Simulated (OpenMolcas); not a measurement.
# V4+: moving the ligands

V4+ with 6 ligands (chloride) in octahedral coordination (Oh) at 2.34 Å. A charge of +0.333 e stands 2.4 Å behind each ligand. Ligand basis ANO-RCC-VDZP.

```yaml
Program: OpenMolcas 26.06
Method: CASSCF
Basis: ANO-RCC-VDZP [5s4p2d1f]
Scalar_Hamiltonian: DKH2, point nucleus
Active_space: 1 electron in 5 orbitals (3d)
State_averaging: 2S+1 = 2 even, 5 roots
Spin-orbit_coupling: RASSI with atomic mean-field integrals over the reference wave functions
```

Runs around this geometry, states (labels of O, the rotations of Oh). Energies in cm-1 above the lowest state or level, χT in cm3 K/mol; under a threefold ground state the first gap can be a small split of the lowest multiplet, not the spin-orbit step; 10Dq is the gap between the two states.

```csv
R (Å),Ground state,First state of that spin,10Dq,First gap with spin-orbit (degeneracies),χT at 300 K
2.26,2T2,2E 17793,17793,"327.7 (4, 2)",0.369
2.34,2T2,2E 15513,15513,"329.1 (4, 2)",0.370
2.47,2T2,2E 12708,12708,"329.6 (4, 2)",0.372
```

Taking |10Dq| as R^-n, n = -ln(12708 / 17793) / ln(2.47 / 2.26) = 3.8 between the shortest and longest distance. The point-charge formula for a cubic d site gives n = 5.

An orbital triplet at a regular site is open to Jahn-Teller coupling, which can distort the site and quench the lowest spin-orbit gaps and is left out. Ligand-to-metal charge-transfer states are missing. With metal d orbitals alone and no dynamic correlation the field as a rule comes out too small, by tens of per cent, by up to half for chloride and softer ligands. The least metal-like active orbital is 74 % on the metal (Löwdin) and no ligand orbital is active, so the numbers are rough (holds for R = 2.26). The least metal-like active orbital is 75 % on the metal (Löwdin) and no ligand orbital is active, so the numbers are rough (holds for R = 2.34; R = 2.47). No measured value stands beside these numbers; the geometry is a model, was not optimised and need not be the one that this ion takes.
